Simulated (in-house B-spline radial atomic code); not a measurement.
The numbers below are computed, except where a source is named.
Hg⁺ at several levels of theory

Ground configuration [Xe] 4f14 5d10 6s1. All numbers come from an all-electron radial atomic-structure program (B-spline basis), all electrons, at the radial basis limit. Mean-field, RPA, GW and linear-response runs are scalar-relativistic (one-electron X2C), no spin-orbit coupling, without Breit or QED terms, open shells spin-polarised at highest spin; the many-body runs on Dirac-Hartree-Fock orbitals are four-component, and their energies hold both.

Without the two-electron picture change, the correlation of inner shells comes somewhat too large for so heavy an element.

RPA overbinds a lone outer s electron by self-correlation, and G0W0 tends to as well.

**Ionisation energy.** The reference is 18.757 eV (NIST, measured).

```json
{"method": "minus the highest LDA VWN5 level", "value (eV)": "15.39", "minus reference (eV)": "-3.37"}
{"method": "LDA VWN5, difference of total energies", "value (eV)": "19.53", "minus reference (eV)": "+0.77"}
{"method": "minus the highest PBE level", "value (eV)": "15.06", "minus reference (eV)": "-3.69"}
{"method": "PBE, difference of total energies", "value (eV)": "19.15", "minus reference (eV)": "+0.39"}
{"method": "G0W0 on PBE", "value (eV)": "19.30", "minus reference (eV)": "+0.54"}
{"method": "exact exchange + RPA on PBE", "value (eV)": "19.27", "minus reference (eV)": "+0.52"}
{"method": "exact exchange + RPA + SOSEX on PBE", "value (eV)": "18.52", "minus reference (eV)": "-0.24"}
{"method": "minus the highest r2SCAN level", "value (eV)": "15.38", "minus reference (eV)": "-3.38"}
{"method": "r2SCAN, difference of total energies", "value (eV)": "19.07", "minus reference (eV)": "+0.31"}
{"method": "minus the highest PBE0 level", "value (eV)": "15.84", "minus reference (eV)": "-2.91"}
{"method": "PBE0, difference of total energies", "value (eV)": "18.80", "minus reference (eV)": "+0.04"}
{"method": "G0W0 on PBE0", "value (eV)": "19.24", "minus reference (eV)": "+0.48"}
{"method": "minus the highest B3LYP (VWN-RPA) level", "value (eV)": "15.80", "minus reference (eV)": "-2.95"}
{"method": "B3LYP (VWN-RPA), difference of total energies", "value (eV)": "19.08", "minus reference (eV)": "+0.33"}
{"method": "minus the highest CAM-B3LYP level", "value (eV)": "17.18", "minus reference (eV)": "-1.58"}
{"method": "minus the highest LC-wPBE level", "value (eV)": "18.22", "minus reference (eV)": "-0.54"}
{"method": "minus the highest Hartree-Fock level", "value (eV)": "17.39", "minus reference (eV)": "-1.37"}
{"method": "Hartree-Fock, difference of total energies", "value (eV)": "17.12", "minus reference (eV)": "-1.63"}
{"method": "G0W0 on Hartree-Fock", "value (eV)": "18.90", "minus reference (eV)": "+0.14"}
{"method": "MP2, difference of total energies", "value (eV)": "19.11", "minus reference (eV)": "+0.35"}
{"method": "Brueckner orbital with screened correlation (6s1/2)", "value (eV)": "18.61", "minus reference (eV)": "-0.15"}
```

(1) Which methods come closest, and which lies farthest off?

Run times on one thread of shared hosts: mean field, RPA, SOSEX and G0W0 on PBE, for the atom and its ion, 24 s (Arm Neoverse N1); Brueckner orbitals with all properties, 230 s (Intel Xeon 6975P-C).

Results:

(1) Closest: PBE0, difference of total energies (+0.04 eV) and G0W0 on Hartree-Fock (+0.14 eV). Farthest: minus the highest PBE level (-3.69 eV). The PBE level misses by -3.7 eV while the PBE energy difference misses by +0.39 eV: the semilocal potential lacks the −1/r tail and the energy is convex in the electron number, but total energies at whole numbers are far better.
